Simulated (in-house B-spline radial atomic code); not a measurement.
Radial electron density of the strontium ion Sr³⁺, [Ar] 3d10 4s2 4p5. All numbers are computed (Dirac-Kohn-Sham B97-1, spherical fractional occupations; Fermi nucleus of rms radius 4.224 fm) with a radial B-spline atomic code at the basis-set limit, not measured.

Caution: exact exchange at fractional occupations of open shells leaves self-interaction of up to several eV.

Columns: r (bohr), 4πr²n(r) (electrons per bohr), bar.

```
 0.00171    1.559 #
 0.00207     2.19 ##
 0.00252    3.088 ##
 0.00307    4.328 ###
 0.00373    5.984 #####
 0.00454    8.208 ######
 0.00553    11.12 #########
 0.00672    14.78 ###########
 0.00818     19.3 ###############
 0.00995     24.6 ###################
  0.0121    30.47 #######################
  0.0147    36.44 ############################
  0.0179    41.93 ################################
  0.0218    45.99 ###################################
  0.0265    47.79 #####################################
  0.0322    47.02 ####################################
  0.0392     44.2 ##################################
  0.0477    40.99 ###############################
   0.058    39.79 ###############################
  0.0706    42.49 #################################
  0.0859    48.78 #####################################
   0.104    55.23 ##########################################
   0.127    57.38 ############################################
   0.155    51.98 ########################################
   0.188    42.15 ################################
   0.229    34.43 ##########################
   0.278    34.23 ##########################
   0.339     39.2 ##############################
   0.412    41.29 ################################
   0.501     35.4 ###########################
   0.609    24.01 ##################
   0.741    13.75 ###########
   0.902    8.585 #######
     1.1    7.272 ######
    1.33    6.534 #####
    1.62    4.724 ####
    1.97    2.518 ##
     2.4    0.943 #
    2.92   0.2415 
    3.56  0.03836 
    4.32 0.003689 
    5.26 0.0001786
```

On this grid the curve has 3 maxima, near 0.0265, 0.127, 0.412 bohr.

The 4s1/2 radial function P(r) = rR(r), positive near the nucleus, with its small component Q(r) (sign convention: Q ≈ (P' + κP/r)/2c):

| r (bohr) | P | Q |
| --- | --- | --- |
| 0.000526 | 0.01411 | -0.001991 |
| 0.000779 | 0.02038 | -0.002896 |
| 0.00115 | 0.0292 | -0.004175 |
| 0.00171 | 0.04181 | -0.00602 |
| 0.00252 | 0.05876 | -0.008538 |
| 0.00373 | 0.08157 | -0.01202 |
| 0.00553 | 0.1106 | -0.01664 |
| 0.00818 | 0.144 | -0.02242 |
| 0.0121 | 0.1765 | -0.02904 |
| 0.0179 | 0.195 | -0.03544 |
| 0.0265 | 0.1766 | -0.03938 |
| 0.0392 | 0.0924 | -0.03741 |
| 0.058 | -0.07028 | -0.02621 |
| 0.0859 | -0.2602 | -0.006107 |
| 0.127 | -0.3206 | 0.0144 |
| 0.188 | -0.07993 | 0.02116 |
| 0.278 | 0.3614 | 0.00834 |
| 0.412 | 0.4905 | -0.0091 |
| 0.609 | -0.05542 | -0.01184 |
| 0.902 | -0.8085 | -0.002397 |
| 1.33 | -0.9674 | 0.004281 |
| 1.97 | -0.5151 | 0.003446 |
| 2.92 | -0.1179 | 0.0008832 |
| 4.32 | -0.008979 | 7.096e-05 |
